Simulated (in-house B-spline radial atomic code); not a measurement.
## Ca IV (Ca3+): [He] 2s2 (2p1/2)2 (2p3/2)3 3s2 (3p1/2)1 (3p3/2)4 (6d3/2)1 (an excited or competing configuration)

Level of theory: Dirac-Hartree-Fock, average of the jj configuration, Fermi nucleus of rms radius 3.4776 fm; calculated with a B-spline radial code for spherical atoms.

Screening seen three ways: the hydrogenic charge with the same mean radius, Z_r = [3n² - l(l+1)]/(2<r>), the one with the same energy, Z_e = n√(-2ε), and Slater's rules. Values are occupation-weighted means over j.

```tsv
shell	electrons	ε (eV)	<r> (bohr)	Z_r	Z_e	Slater
1s	2	-4191.5	0.07669	19.56	17.55	19.70
2s	2	-540.79	0.355	16.90	12.61	16.20
2p	5	-458.45	0.3209	15.58	11.61	16.20
3s	2	-112.82	1.062	12.71	8.64	9.95
3p	5	-87.726	1.115	11.21	7.62	9.95
6d	1	-7.2173	10.6	4.81	4.37	4.00
```

The least bound orbital is 6d3/2 at -7.217 eV, and it is also the most diffuse (<r> = 10.6 bohr). The part-filled 2p shell lies below the filled 3s shell in orbital energy.

For the 1s electron the small component carries 0.512 % of the norm, the zero-frequency Breit interaction raises the level by 3.573 eV, self-energy by 1.669 eV, and vacuum polarisation lowers it by 0.1234 eV.
